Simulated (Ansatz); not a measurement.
`B[SiH2]N[SiH3]` + CH₃OH → `B[SiH2]OC` + `N[SiH3]` at 600 K and 1 bar (ligand exchange at the Si–N bond).

Gas-phase electronic energies from Ansatz, PBE0-D4/def2-TZVP geometries. CCSD(T)/CBS adds triple-zeta CCSD(T) − MP2 to the extrapolated MP2 energy (def2 sets, frozen cores). This one scheme is used for every species. Each species was taken in one conformer, which may not be the lowest.

```tsv
species	CCSD(T)/CBS energy (Eh)	H − E (kJ/mol)	S (J/(mol·K))
`B[SiH2]N[SiH3]`	-662.46710	276.0	475.6
CH₃OH	-115.61712	163.6	277.3
`B[SiH2]OC`	-431.29232	268.2	429.9
`N[SiH3]`	-346.80422	170.6	320.8
```

H − E and S are ideal-gas, rigid-rotor, harmonic terms from PBE0-D4/def2-TZVP, for one conformer and one mirror image of each species. 1 Eh = 2625.50 kJ/mol, R = 8.31446 J/(mol·K).

Problem. By hand: ΔE, ΔH, ΔS and ΔG.

Solution. ΔE = (-431.29232) + (-346.80422) − (-662.46710) − (-115.61712) = -0.01232 Eh = -32.3 kJ/mol. Δ(H − E) = 268.2 + 170.6 − 276.0 − 163.6 = -0.8, so ΔH = -33.1 kJ/mol. ΔS = 429.9 + 320.8 − 475.6 − 277.3 = -2.2 J/(mol·K). ΔG = -33.1 − 600 × (-2.2)/1000 = -31.8 kJ/mol.

Problem. By hand: the equilibrium constant, and the temperature at which ΔG would vanish if ΔH and ΔS stayed fixed.

Solution. log₁₀ K = −ΔG/(RT ln 10) = 2.8. ΔG = 0 at ΔH/ΔS = 15045 K, far beyond where these terms or the molecules hold.

The number of gas molecules stays the same, so ΔS is small and ΔH decides. A doubt of 5 kJ/mol in ΔE shifts log₁₀ K by 0.4 here. Other conformers and mirror images would add mixing entropy, several J/(mol·K) or more a flexible species. Modes under 60 cm⁻¹, often nearly free rotors, make the harmonic entropy too high. These are equilibria of isolated gas molecules and say nothing of rates. Largest T1 diagnostic: 0.011 (customary marks: 0.02 for closed shells, 0.045 for open ones).
